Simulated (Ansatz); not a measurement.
Start from `BS/C=C/BC` and change one atom or group to get `CB/C=C/Cl`.

Ansatz, PBE0-D4/def2-TZVP geometries, multiplicity 1. Each molecule was computed in one conformer, which needn't be the lowest.

```tsv
property	`BS/C=C/BC`
LUMO energy (ωB97M-V/def2-TZVPP) / eV	-0.25
HOMO energy (PBE0/def2-TZVPP) / eV	-7.54
size of the dipole moment (PBE/def2-TZVPP) / D	0.59
LUMO energy (PBE0/def2-TZVPP) / eV	-2.21
HOMO energy (B3LYP/def2-TZVPP) / eV	-7.32
size of the dipole moment (ωB97M-V/def2-TZVPP) / D	0.73
```

Q: What does the change do to each property? (An estimate is asked.)

A: Ansatz gave: 
| property | `CB/C=C/Cl` | shift |
| --- | --- | --- |
| LUMO energy (ωB97M-V/def2-TZVPP) / eV | 0.07 | 0.32 |
| HOMO energy (PBE0/def2-TZVPP) / eV | -7.89 | -0.35 |
| size of the dipole moment (PBE/def2-TZVPP) / D | 0.77 | 0.18 |
| LUMO energy (PBE0/def2-TZVPP) / eV | -1.95 | 0.26 |
| HOMO energy (B3LYP/def2-TZVPP) / eV | -7.66 | -0.34 |
| size of the dipole moment (ωB97M-V/def2-TZVPP) / D | 0.88 | 0.15 |

With PBE0 the HOMO falls by 0.35 eV and the LUMO rises by 0.26 eV, so the gap widens by about 0.61 eV. PBE moves the HOMO by -0.19 eV and ωB97M-V by -0.46 eV. Dipoles are sizes alone; their direction can turn.

B3LYP here is the variant with VWN-RPA as its local correlation; programs differ in this.
